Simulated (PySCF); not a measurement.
## Spinor energies of Cu⁶⁺ (copper, charge +6)

Start: [Ar] 3d5; 3d3/2 filled at m_j = -3/2, -1/2, +1/2, +3/2; 3d5/2 filled at m_j = +5/2. Calculated with PySCF 2.14 in an even-tempered Gaussian basis (18 s from 0.27 bohr⁻², ratio 2.8; 13 p from 0.35 bohr⁻², ratio 2.8; 9 d from 0.35 bohr⁻², ratio 2.8; 4 f from 1.8 bohr⁻², ratio 3): generalised Hartree-Fock with the X2C-1e Hamiltonian and a Gaussian nucleus; spin-orbit coupling (SO) screened by Boettger's factors.

```
spinor shell  electrons  ε, screened SO (eV)  weight of nominal j (screened SO)  rms radius, screened SO (bohr)
       1s1/2          2              -9178.5                              1.000                          0.0601
       2s1/2          2              -1267.9                              1.000                           0.254
       2p1/2          2              -1123.9                              0.999                           0.226
       2p3/2          4              -1100.4                              0.999                           0.229
       3s1/2          2              -263.31                              1.000                           0.731
       3p1/2          2              -218.85                              0.961                           0.751
       3p3/2          4              -208.57                              0.981                           0.762
       3d3/2          4              -137.61                              0.929                           0.796
       3d5/2          1              -136.73                              1.000                           0.800
```

```json
{"quantity": "E (hartree)", "screened SO": "-1642.03604"}
{"quantity": "M_J", "screened SO": "5/2"}
{"quantity": "⟨J²⟩", "screened SO": "9.935"}
{"quantity": "⟨L²⟩", "screened SO": "10.150"}
{"quantity": "⟨S²⟩", "screened SO": "2.154"}
```

The determinant has a definite M_J but mixes levels of different J.

Each row is a mean over spinors that exchange with the open shell spreads, by up to 8.440 eV (3p3/2).
